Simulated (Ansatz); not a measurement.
`N[Si@H](F)N[Si@H](N)F` at its PBE0-D4/def2-TZVP geometry, where that method's forces vanish. Charge 0, multiplicity 1.

```xyz
14

N    -0.9843   -0.7004    1.5151
Si   -0.4187    0.8886    1.2177
F    -1.7130    1.6547    0.6803
N     0.8693    0.8308    0.1047
Si    1.0099    0.0117   -1.4031
N    -0.3077   -1.0266   -1.5444
F     2.4412   -0.7120   -1.3802
H    -0.3367   -1.3858    1.8730
H    -1.8968   -0.8201    1.9276
H     0.0530    1.6668    2.3874
H     1.6654    1.3992    0.3602
H     1.0990    0.9021   -2.5797
H    -0.6667   -1.3543   -2.4226
H    -0.8137   -1.3549   -0.7358
```

Task: What forces (eV/Å) does PBE-D4/def2-TZVPP give on these atoms in Ansatz? (Best estimate.)

Result: Computed: 
```
N1  -0.027 -0.089 -0.201
Si2  0.262  0.011  0.272
F3  -0.527  0.313 -0.210
N4   0.000 -0.013  0.013
Si5 -0.182  0.212 -0.184
N6  -0.016 -0.003 -0.025
F7   0.578 -0.286 -0.003
H8   0.201 -0.241  0.120
H9  -0.300 -0.057  0.149
H10  0.068  0.099  0.136
H11  0.264  0.189  0.091
H12 -0.004  0.106 -0.140
H13 -0.134 -0.118 -0.298
H14 -0.183 -0.121  0.279
```
